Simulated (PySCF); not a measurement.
AlGe$_{2}$H$_{8}$N, AlBGeH$_{5}$O (calculated)

All values are calculated (PySCF 2.14.0). Calculation on a computer-drawn molecule: the log of a Hartree-Fock and frozen-core CCSD(T) single point meant for a local Hartree-Fock minimum, with one planted fault or none, to be diagnosed. Offsets are logged minus clean, where the clean run is the same molecule without the fault. The reference is restricted for singlets and unrestricted otherwise, and also for a bond in bohr or an excited solution. Adding or removing an electron swaps singlet and doublet. The excited solution moves the top pair (singlet) or top alpha electron (doublet) to the lowest empty orbital. Highest occupied and lowest empty are orbital energies over both spins, largest force is the largest gradient component, triples share is (T) over the correlation energy, the T1 limit is 0.02 restricted and 0.045 unrestricted, electrons count all cores, a negative frequency is imaginary (commonest isotopes), and the dipole is about the centre of nuclear charge; on germanium a core potential holds 10 electrons, which the energies leave out, and 3d is frozen in MP2 and coupled-cluster steps.

Common to all runs: meant multiplicity 1; meant basis cc-pV(D+d)Z; meant basis and core potential on germanium cc-pVDZ-PP ECP10MDF; logged SCF converged yes; possible faults no fault, one electron removed, one electron added, multiplicity raised by two, geometry at a saddle point, SCF held on an excited solution, minimal basis STO-3G, one bond length entered in bohr, all coordinates scaled.

(1) 
```xyz
12
formula=AlGe2H8N meant_charge=0 logged_electrons=92 logged_basis_functions=123 logged_spin_squared=2.0332 logged_highest_occupied=-4.1864 logged_lowest_empty=-0.93186 logged_largest_force=0.082476 logged_T1_diagnostic=0.0192 logged_D1_diagnostic=0.099958 logged_triples_share=0.025448 logged_CC_converged=yes logged_dipole_magnitude=8.0394 logged_SCF_stable_within_its_kind=yes logged_energy_HF=-887.64435 logged_energy_CCSD(T)=-888.13423 planted_fault=multiplicity_raised_by_two HF_energy_offset_from_clean_run=101 CCSD(T)_energy_offset_from_clean_run=118.6
Al     0.0600    -1.8822     0.5721
N      0.5874    -0.4154    -0.3004
Ge     2.3416     0.1977    -0.2278
Ge    -0.5838     0.5924    -1.3352
H     -1.4348    -2.3653     0.4243
H      1.1034    -2.6559     1.4678
H      2.7798     0.6233    -1.6358
H      3.2425    -0.9289     0.2804
H      2.4471     1.4095     0.7070
H     -0.3476     2.0819    -1.0498
H     -2.0204     0.2136    -0.9724
H     -0.3382     0.3331    -2.8270
```

Units: logged_highest_occupied, logged_lowest_empty in eV; logged_largest_force in hartree/bohr; logged_dipole_magnitude in debye; logged_energy_HF, logged_energy_CCSD(T) in hartree; HF_energy_offset_from_clean_run, CCSD(T)_energy_offset_from_clean_run in kcal/mol.

Drawn bonds:
| atom | other atom | order |
| --- | --- | --- |
| 1 | 2 | 1 |
| 2 | 3 | 1 |
| 2 | 4 | 1 |
| 1 | 5 | 1 |
| 1 | 6 | 1 |
| 3 | 7 | 1 |
| 3 | 8 | 1 |
| 3 | 9 | 1 |
| 4 | 10 | 1 |
| 4 | 11 | 1 |
| 4 | 12 | 1 |

(2) 
```xyz
12
formula=AlGe2H8N meant_charge=0 logged_electrons=92 logged_basis_functions=123 logged_spin_squared=0 logged_highest_occupied=-2.26 logged_lowest_empty=-5.7263 logged_largest_force=0.13928 logged_CC_converged=no logged_dipole_magnitude=14.839 logged_SCF_stable_within_its_kind=no logged_energy_HF=-887.21513 planted_fault=SCF_held_on_an_excited_solution HF_energy_offset_from_clean_run=370.4
Al     0.0600    -1.8822     0.5721
N      0.5874    -0.4154    -0.3004
Ge     2.3416     0.1977    -0.2278
Ge    -0.5838     0.5924    -1.3352
H     -1.4348    -2.3653     0.4243
H      1.1034    -2.6559     1.4678
H      2.7798     0.6233    -1.6358
H      3.2425    -0.9289     0.2804
H      2.4471     1.4095     0.7070
H     -0.3476     2.0819    -1.0498
H     -2.0204     0.2136    -0.9724
H     -0.3382     0.3331    -2.8270
```

Units: logged_highest_occupied, logged_lowest_empty in eV; logged_largest_force in hartree/bohr; logged_dipole_magnitude in debye; logged_energy_HF in hartree; HF_energy_offset_from_clean_run in kcal/mol.

Drawn bonds:
| atom | other atom | order |
| --- | --- | --- |
| 1 | 2 | 1 |
| 2 | 3 | 1 |
| 2 | 4 | 1 |
| 1 | 5 | 1 |
| 1 | 6 | 1 |
| 3 | 7 | 1 |
| 3 | 8 | 1 |
| 3 | 9 | 1 |
| 4 | 10 | 1 |
| 4 | 11 | 1 |
| 4 | 12 | 1 |

Notes: CCSD not converged.

(3) 
```xyz
9
formula=AlBGeH5O meant_charge=1 logged_electrons=61 logged_basis_functions=99 logged_spin_squared=0.8438 logged_highest_occupied=-19.392 logged_lowest_empty=-13.393 logged_largest_force=0.073979 logged_T1_diagnostic=0.025198 logged_D1_diagnostic=0.087864 logged_triples_share=0.026325 logged_CC_converged=yes logged_dipole_magnitude=12.13 logged_SCF_stable_within_its_kind=yes logged_energy_HF=-637.04009 logged_energy_CCSD(T)=-637.47269 planted_fault=one_electron_removed HF_energy_offset_from_clean_run=333.2 CCSD(T)_energy_offset_from_clean_run=348.2
Al    -1.5229    -0.5786     1.6356
O     -0.8975    -0.7454    -0.0111
B     -0.0528    -1.1207    -0.9165
Ge    -0.6097    -0.5744    -2.9483
H     -1.0632     0.7311     2.3386
H     -2.4650    -1.7431     2.0566
H      0.9755    -1.7147    -0.8136
H     -1.4620    -1.4251    -3.8840
H     -0.2399     0.7342    -3.6385
```

Units: logged_highest_occupied, logged_lowest_empty in eV; logged_largest_force in hartree/bohr; logged_dipole_magnitude in debye; logged_energy_HF, logged_energy_CCSD(T) in hartree; HF_energy_offset_from_clean_run, CCSD(T)_energy_offset_from_clean_run in kcal/mol.

Drawn bonds:
| atom | other atom | order |
| --- | --- | --- |
| 1 | 2 | 1 |
| 2 | 3 | 1 |
| 3 | 4 | 1 |
| 1 | 5 | 1 |
| 1 | 6 | 1 |
| 3 | 7 | 1 |
| 4 | 8 | 1 |
| 4 | 9 | 1 |

(4) 
```xyz
9
formula=AlBGeH5O meant_charge=1 logged_electrons=63 logged_basis_functions=99 logged_spin_squared=0.7691 logged_highest_occupied=-6.6854 logged_lowest_empty=0.90592 logged_largest_force=0.050087 logged_T1_diagnostic=0.016686 logged_D1_diagnostic=0.048009 logged_triples_share=0.025478 logged_CC_converged=yes logged_dipole_magnitude=4.3264 logged_SCF_stable_within_its_kind=yes logged_energy_HF=-637.78885 logged_energy_CCSD(T)=-638.26061
Al    -1.5229    -0.5786     1.6356
O     -0.8975    -0.7454    -0.0111
B     -0.0528    -1.1207    -0.9165
Ge    -0.6097    -0.5744    -2.9483
H     -1.0632     0.7311     2.3386
H     -2.4650    -1.7431     2.0566
H      0.9755    -1.7147    -0.8136
H     -1.4620    -1.4251    -3.8840
H     -0.2399     0.7342    -3.6385
```

Units: logged_highest_occupied, logged_lowest_empty in eV; logged_largest_force in hartree/bohr; logged_dipole_magnitude in debye; logged_energy_HF, logged_energy_CCSD(T) in hartree.

Drawn bonds:
| atom | other atom | order |
| --- | --- | --- |
| 1 | 2 | 1 |
| 2 | 3 | 1 |
| 3 | 4 | 1 |
| 1 | 5 | 1 |
| 1 | 6 | 1 |
| 3 | 7 | 1 |
| 4 | 8 | 1 |
| 4 | 9 | 1 |

Question: Which fault was planted in the run of AlBGeH$_{5}$O (entry 4)?
Answer: one electron added

Further results for AlBGeH$_{5}$O (entry 4):

* HF energy offset from clean run: -136.6 kcal/mol
* CCSD(T) energy offset from clean run: -146.3 kcal/mol
